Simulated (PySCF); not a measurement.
## Unknowns

Calculated, not measured (PySCF 2.14.0 with density-fitted response routines): GIAO PBE0/pcSseg-1 shieldings, couplings computed with B3LYP/pcJ-1 (spin–dipole term left out of most H,H and C,H couplings), coordinates at the GFN2-xTB level. Isolated molecule, non-relativistic Hamiltonian, rapidly exchanging positions averaged, single conformer.

Referencing at the same level of theory: TMS for ¹H and ¹³C. Multiplet labels drop J under 1 Hz and among equivalent protons, and merge close values. Unscaled 3J(H,H) run several per cent high. Splittings of carbon signals by F and P are missing where no couplings were computed. Where no couplings were computed, multiplicities follow the n + 1 count of equivalent neighbours, and m marks all less simple cases (inequivalent or close neighbours, rings, F or P nearby). Shifts are as computed. Against solution values, carbons near 30 ppm lie about +3 ppm off and those near 130 ppm about +5 ppm. Of 1211 compounds with measured shifts, 218 miss one by over three times the rms of a fit or turn the order of signals round; such compounds aren't used in these exercises.

Q: C8H5N3. ¹H NMR (300 MHz, computed): δ 8.30 (m, 1H), 8.01 (d, 1H), 7.50 (m, 1H), 7.37 (m, 1H), 3.62 (s, 1H). ¹³C{¹H} NMR (computed): δ 141.0 (C), 130.5 (CH), 128.2 (CH), 127.2 (CH), 124.3 (CH), 123.4 (C), 100.8 (CH), 80.2 (C). What is it?

A: `c1(C#C)cccc2cnnn12`. Rings plus π bonds: 8 (2 rings in the answer). 8 carbon signals for 8 carbons: no two carbons are equivalent. Carbon types of the structure: 3 × C, 5 × CH, which accounts for all hydrogens. δC 128.2, 127.2, 124.3: aromatic CH. δC 123.4: substituted aromatic carbon next to a ring nitrogen. δC 100.8: terminal alkyne carbon; the triple bond shields along its axis, which puts it between sp3 and sp2 carbons. δC 80.2: alkyne carbon; the triple bond shields along its axis, which puts it between sp3 and sp2 carbons.

This is the structure that produced the data.

Q: C4H8O. ¹H NMR (400 MHz, computed): δ 2.32 (q, J = 7.5 Hz, 2H), 2.11 (s, 3H), 1.05 (t, J = 7.5 Hz, 3H). ¹³C{¹H} NMR (computed): δ 211.7 (C), 39.4 (CH2), 32.1 (CH3), 9.5 (CH3). Give a structure.

A: `CCC(C)=O`. Rings plus π bonds: 1 (no ring in the answer). 4 carbon signals for 4 carbons: no two carbons are equivalent. Carbon types of the structure: 1 × C, 1 × CH2, 2 × CH3, which accounts for all hydrogens. δC 211.7: ketone carbonyl carbon; low-lying n→π* states of the double bond to the heteroatom give a large paramagnetic term (-275 ppm). δC 9.5: methyl carbon; saturated and bonded to C and H only. δH 2.32: hydrogen on an sp3 CH2 α to a carbonyl; α to C=O. δH 2.11: hydrogen on a methyl carbon α to a carbonyl; α to C=O. The protons at 1.05 and 2.32 share a coupling of 7.5 Hz (vicinal).

The data come from this structure; uniqueness wasn't tested.

Q: C4H10P2. ¹H NMR (600 MHz, computed): δ 9.19 (m, 1H), 2.71 (m, 3H), 1.17 (m, 6H). ¹³C{¹H} NMR (computed): δ 210.5 (CH), 28.8 (CH3), 14.8 (CH3). Give a structure.

A: `C/C=P\P(C)C`. 3 carbon signals for 4 carbons: some carbons are equivalent by symmetry or fast rotation. Carbon types of the structure: 1 × CH, 3 × CH3, which accounts for all hydrogens. δC 210.5: carbon double-bonded to a heavier main-group atom. δC 28.8: methyl carbon; aliphatic region, no heteroatom directly attached. δH 9.19: hydrogen on a carbon double-bonded to a heavier main-group atom. δH 2.71: hydrogen on a methyl carbon.

This is the structure that produced the data.
